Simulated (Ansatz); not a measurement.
Input for Ansatz (a quantum-chemistry and plane-wave program): R-B3LYP/def2-TZVPP on H2Te (SMILES [TeH2]). Elements past Kr take the def2 small-core potentials; no spin–orbit coupling.

Ansatz 0.2 input:
```yaml
crystal:
  periodic: [false, false, false]
  atoms:
    - {symbol: Te, position_ang: [-0.00012396, 0.04333976, 0.00000000]}
    - {symbol: H, position_ang: [-1.17582917, -1.13020603, 0.00000000]}
    - {symbol: H, position_ang: [1.18227526, -1.12346123, 0.00000000]}
basis:
  gaussian:
    orbitals: def2-TZVPP
hamiltonian:
  xc: {name: B3LYP}
accuracy: high
relax: {f_tol: 0.0005, max_steps: 60}
scf: {lower_state_search: off}
output: {forces: true}
```

Output:

```
WARN ansatz: RAYON_NUM_THREADS=2 ignored (pool sized by the plan → 2); use --threads N
Functional definition: B3LYP
these checks for a lower state are left out or cut short: stability, starts, cluster_reference, orbital_swaps, neighbouring_geometries, increment
integrals: 0.07 GiB planned
1483 factors; integrals over basis functions are off by at most 1.7e-9 eV
mean field: 0.28 GiB planned
mean field evaluation 1: about -7328.0349 eV, gradient 7.0e0 eV
mean field evaluation 2: about -7328.1084 eV, gradient 6.9e0 eV
mean field evaluation 4: about -7328.1946 eV, gradient 3.3e-1 eV
mean field evaluation 8: about -7328.1963 eV, gradient 1.5e-3 eV
mean field evaluation 16: about -7328.1963 eV, gradient 7.0e-8 eV
mean field -7328.19627237 eV, -269.3062457799 hartree, gradient 2.3e-8 eV, S^2 0.000000; 0 other end points of the search recorded, 0 dependent functions left out
the calculation of the forces begins
reference -7328.19630063 eV, -269.3062468184 hartree; 13, 13 occupied and 65, 65 virtual orbitals, 1483 factors
relax step   1: F+E_penalty+E_count = -7328.19627237 eV  Δ(F+E_penalty+E_count) = +0.000e0 eV  max|allowed force component| = 4.637e-3 eV/Å  Δτ_max = 0.0000 Å  (14 SCF iters, accepted)
these checks for a lower state are left out or cut short: stability, starts, cluster_reference, orbital_swaps, neighbouring_geometries, increment
integrals: 0.07 GiB planned
1483 factors; integrals over basis functions are off by at most 1.7e-9 eV
mean field: 0.28 GiB planned
mean field -7328.19627168 eV, -269.3062457543 hartree, gradient 8.7e-8 eV, S^2 0.000000; 0 other end points of the search recorded, 0 dependent functions left out
the calculation of the forces begins
reference -7328.19629994 eV, -269.3062467928 hartree; 13, 13 occupied and 65, 65 virtual orbitals, 1483 factors
relax step   2: F+E_penalty+E_count = -7328.19627168 eV  Δ(F+E_penalty+E_count) = +6.957e-7 eV  max|allowed force component| = 3.950e-3 eV/Å  Δτ_max = 0.0008 Å  (15 SCF iters, rejected (line search))
these checks for a lower state are left out or cut short: stability, starts, cluster_reference, orbital_swaps, neighbouring_geometries, increment
integrals: 0.07 GiB planned
1483 factors; integrals over basis functions are off by at most 1.7e-9 eV
mean field: 0.28 GiB planned
mean field -7328.19627319 eV, -269.3062458099 hartree, gradient 4.9e-8 eV, S^2 0.000000; 0 other end points of the search recorded, 0 dependent functions left out
the calculation of the forces begins
reference -7328.19630145 eV, -269.3062468484 hartree; 13, 13 occupied and 65, 65 virtual orbitals, 1483 factors
relax step   3: F+E_penalty+E_count = -7328.19627319 eV  Δ(F+E_penalty+E_count) = -8.170e-7 eV  max|allowed force component| = 9.461e-5 eV/Å  Δτ_max = 0.0003 Å  (14 SCF iters, accepted)
Total energy: -7328.19630145 eV, -269.3062468484 hartree
Atom 0 at    -0.000123     0.043069    -0.000000 Å, force    -0.000000     0.000095     0.000000 eV/Å
Atom 1 at    -1.176044    -1.130071     0.000000 Å, force    -0.000065    -0.000047     0.000000 eV/Å
Atom 2 at     1.182489    -1.123325    -0.000000 Å, force     0.000066    -0.000047    -0.000000 eV/Å
Dipole moment:     0.000073    -0.025539    -0.000000 e Å
Checks for a lower state left out: stability, starts, cluster_reference, orbital_swaps, neighbouring_geometries, increment
```

The run converged.

Cost: around 16 core-seconds (rough).
